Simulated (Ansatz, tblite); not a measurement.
Forces on Zr3O4⁺ at its PBE0-D4/def2-SVP geometry. The state is a doublet with charge 1.

In the def2 sets Zr takes a core potential; there is no spin–orbit coupling. The xTB rows come from tblite. The structure holds 1 bond(s) between oxygen atoms. No other spin state of charge 1 was run. Another isomer (doublet) lies 6.20 eV lower at PBE0-D4/def2-TZVP; other spin states weren't run for this one.

GFN1-xTB (tblite), largest force 5.92 eV/Å:

```xyz
7
positions Å, forces eV/Å
Zr   -0.223    1.162   -0.006   -2.330    3.482    3.590
Zr    0.879   -0.695   -1.618    2.645   -2.176   -4.833
Zr   -0.074   -1.720    0.889   -1.100    0.114    2.343
O    -0.063    0.150    1.866   -0.730   -0.514   -1.217
O    -1.382   -0.107    1.259    1.494   -0.081   -0.194
O     1.596    0.832   -0.660   -0.521   -0.516   -0.089
O    -0.733    0.378   -1.731    0.540   -0.309    0.399
```

GFN2-xTB (tblite), largest force 10.55 eV/Å:

```
Zr -2.485 5.585 3.038
Zr 4.713 -3.700 -8.684
Zr -0.701 -5.237 3.740
O -0.071 1.314 -0.019
O -0.352 1.259 -0.148
O -0.338 0.431 1.135
O -0.766 0.348 0.939
```

PBE-D4/def2-TZVP (Ansatz), largest force 0.82 eV/Å:

```
Zr -0.116 0.646 -0.026
Zr 0.247 -0.748 -0.224
Zr 0.084 -0.147 -0.119
O 0.590 0.047 0.497
O -0.735 -0.210 -0.113
O 0.430 0.297 0.206
O -0.501 0.115 -0.222
```
